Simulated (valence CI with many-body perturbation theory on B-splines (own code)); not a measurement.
**Level structure of Pm21+**

Calculated by relativistic CI+MBPT: four valence electrons over a frozen Dirac-Fock core [Kr], a basis of 9 s, 9 p, 10 d, 8 f, 5 g, 3 h, 1 i functions for each j, with the one-electron correlation potential Σ1, the two-electron term Σ2, the three-electron term Σ3, Breit, model QED; selected CI, second order for the rest (own B-spline code, finite nucleus).

No measured spectrum was set against this ion. As an estimate, terms of the open shell hold to 2 to 4 % of their energy, and close levels can change places. Only levels of the ground parity were solved; by the run's estimate the other parity begins above the list, which can be wrong where configurations are misplaced.

Levels 1 to 34 of 34, with energies above the lowest level, (4d3/2^4) J=0. "Leading %" is the weight of the configuration and term that name the level; weights of strongly mixed levels are sums over their largest components and can fall short. In the jj column 3d3/2^4 stands for four electrons in 3d with j = 3/2. Lifetimes count E1, E2, E3, M1 and M2 decay at the calculated energies, and are blank where another channel may lead or the interval is too uncertain; long ones can be off by a factor of two.

```
No.  Configuration  Term  J  E (cm⁻¹)  Leading %  Second component  Lifetime      g              Leading jj
  1            4d4    3P  0       0.0         47       46 % 4d4 5D                           4d3/2^4 (89 %)
  2            4d4    5D  1     27169         75       24 % 4d4 3P   1.49 ms  1.498    4d3/2^3 4d5/2 (91 %)
  3            4d4    5D  2     44536         80        6 % 4d4 3P   4.80 ms  1.420    4d3/2^3 4d5/2 (53 %)
  4            4d4    5D  3     54306         64       17 % 4d4 3F   32.9 ms  1.355    4d3/2^3 4d5/2 (54 %)
  5            4d4    3F  4     54448         31       29 % 4d4 5D            1.195    4d3/2^3 4d5/2 (84 %)
  6            4d4    5D  0     78438         51       31 % 4d4 3P    212 μs         4d3/2^2 4d5/2^2 (86 %)
  7            4d4    3H  4     82106         44       40 % 4d4 5D   1.21 ms  1.120  4d3/2^2 4d5/2^2 (79 %)
  8            4d4    3G  3     89868         58       22 % 4d4 5D    775 μs  0.974  4d3/2^2 4d5/2^2 (60 %)
  9            4d4    3F  2     91309         46       22 % 4d4 1D    435 μs  0.958  4d3/2^2 4d5/2^2 (62 %)
 10            4d4    3H  5     97481         72       28 % 4d4 3G   1.76 ms  1.078  4d3/2^2 4d5/2^2 (99 %)
 11            4d4    3P  1    101280         61       23 % 4d4 3D    397 μs  1.265  4d3/2^2 4d5/2^2 (80 %)
 12            4d4    3H  6    104380         61       38 % 4d4 1I    302 ms  1.100  4d3/2^2 4d5/2^2 (95 %)
 13            4d4    3G  4    112530         64       29 % 4d4 1G   2.99 ms  1.028  4d3/2^2 4d5/2^2 (92 %)
 14            4d4    3D  2    115000         42       32 % 4d4 3P   2.40 ms  1.154  4d3/2^2 4d5/2^2 (88 %)
 15            4d4    3F  3    116110         40       40 % 4d4 3D    847 μs  1.163  4d3/2^2 4d5/2^2 (81 %)
 16            4d4    3F  4    128080         42       25 % 4d4 5D    331 μs  1.187    4d3/2 4d5/2^3 (64 %)
 17            4d4    3F  3    138400         48       22 % 4d4 3G    245 μs  1.102    4d3/2 4d5/2^3 (86 %)
 18            4d4    1D  2    138860         34       32 % 4d4 3P    268 μs  1.067  4d3/2^2 4d5/2^2 (64 %)
 19            4d4    3G  5    147080         72       28 % 4d4 3H    570 μs  1.151    4d3/2 4d5/2^3 (99 %)
 20            4d4    3D  1    149010         73       18 % 4d4 3P    178 μs  0.764    4d3/2 4d5/2^3 (86 %)
 21            4d4    1I  6    151170         61       38 % 4d4 3H    577 μs  1.063    4d3/2 4d5/2^3 (95 %)
 22            4d4    3F  4    156380         51       37 % 4d4 1G    585 μs  1.116  4d3/2^2 4d5/2^2 (73 %)
 23            4d4    3P  2    161960         62       23 % 4d4 3D    522 μs  1.332  4d3/2^2 4d5/2^2 (54 %)
 24            4d4    1S  0    166330         61       38 % 4d4 3P    272 μs           4d3/2 4d5/2^3 (82 %)
 25            4d4    1F  3    171470         48       29 % 4d4 3D    336 μs  1.080    4d3/2 4d5/2^3 (90 %)
 26            4d4    3F  2    173670         53       36 % 4d4 3P    307 μs  1.010  4d3/2^2 4d5/2^2 (49 %)
 27            4d4    3F  3    198390         71       26 % 4d4 1F            1.065    4d3/2 4d5/2^3 (98 %)
 28            4d4    3P  1    199620         95                      232 μs  1.467    4d3/2 4d5/2^3 (94 %)
 29            4d4    1G  4    199970         58       29 % 4d4 3F    152 μs  1.075          4d5/2^4 (57 %)
 30            4d4    1D  2    203370         48       23 % 4d4 3F    242 μs  1.044          4d5/2^4 (46 %)
 31            4d4    3P  0    205940         64       33 % 4d4 1S                   4d3/2^2 4d5/2^2 (59 %)
 32            4d4    1G  4    209260         45       42 % 4d4 3F            1.116    4d3/2 4d5/2^3 (65 %)
 33            4d4    1D  2    243410         77       10 % 4d4 3D    159 μs  1.001    4d3/2 4d5/2^3 (39 %)
 34            4d4    1S  0    298410         80       19 % 4d4 3P   81.3 μs                 4d5/2^4 (58 %)
```

The ionisation energy to 4d3 4F_3/2 of the next ion comes out as 652.4 eV (NIST: 651 ± 4 eV (theoretical)). All 34 levels together are meant to be complete up to 310370 cm⁻¹.
